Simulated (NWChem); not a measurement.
Molecule: Si$_{2}$H$_{3}$Cl, singlet; SMILES [Si](Cl)[SiH3]

Program: NWChem. Pople sets run with spherical d functions. Low-valent species are run as closed-shell singlets; no triplet was tried in these runs. The geometry was optimised at PBE0/def2-SVP. Level B3LYP/6-31G*: energy and gradient on several grids; changes count from the extra-fine grid, which is no exact limit either.

```json
[
 {"grid": "xcoarse", "size of the energy change (μHa)": "900", "largest change of a gradient component (μHa/bohr)": "100"},
 {"grid": "coarse", "size of the energy change (μHa)": "50", "largest change of a gradient component (μHa/bohr)": "100"},
 {"grid": "medium", "size of the energy change (μHa)": "< 10", "largest change of a gradient component (μHa/bohr)": "< 30"},
 {"grid": "fine", "size of the energy change (μHa)": "< 10", "largest change of a gradient component (μHa/bohr)": "< 30"},
 {"grid": "xfine", "size of the energy change (μHa)": "< 10", "largest change of a gradient component (μHa/bohr)": "< 30"}
]
```
